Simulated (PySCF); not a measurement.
Q: Write a Z-matrix for MeSiCl2(SeBu) (`CCCC[Se][Si](C)(Cl)Cl`) as optimised with PBE0-D3(BJ)/def2-SVP.

A: 
Z-matrix in Å and degrees, rows numbered from 1:
```
C 
C   1  1.5196
C   2  1.5206  1  112.70
C   3  1.5171  2  115.52  1  -178.88
Se  4  1.9775  3  116.25  2    57.14
Si  5  2.2531  4   99.03  3    59.37
C   6  1.8549  5  110.37  4   162.63
Cl  6  2.0766  5  112.22  4   -76.79
Cl  6  2.0730  5  110.04  4    40.81
H   1  1.1004  2  111.50  3  -179.64
H   1  1.1022  2  111.61  3   -59.27
H   1  1.1016  2  110.79  3    60.57
H   2  1.1048  1  110.14  3   122.38
H   2  1.1028  1  109.61  3  -121.31
H   3  1.1031  2  109.56  1   -54.52
H   3  1.1059  2  109.54  1    60.54
H   4  1.0984  3  111.48  2   179.23
H   4  1.1010  3  111.45  2   -59.83
H   7  1.1004  6  109.67  5   172.71
H   7  1.1007  6  110.09  5    53.40
H   7  1.0996  6  110.32  5   -67.01
```

Si6 (chlorine-bound silicon) is distorted tetrahedral (angles from 105.9° to 112.2°). All 3 C–C bonds measure 1.517 to 1.521 Å. Of the pairs four or more bonds apart, Si6···H15 is among the closest relative to their van der Waals radii: 3.05 Å, 93 % of the sum of Bondi's values.

Level of theory: PBE0-D3(BJ)/def2-SVP geometry optimisation, gas phase (PySCF).

Point group: C1 (no symmetry element, even within 0.4 Å). PBE0-D3(BJ)/def2-SVP frequencies: not computed here. The numbers are those of one conformer (C1–C2–C3–C4 -179°, C2–C3–C4–Se5 57°, C3–C4–Se5–Si6 59°, C4–Se5–Si6–C7 163°).
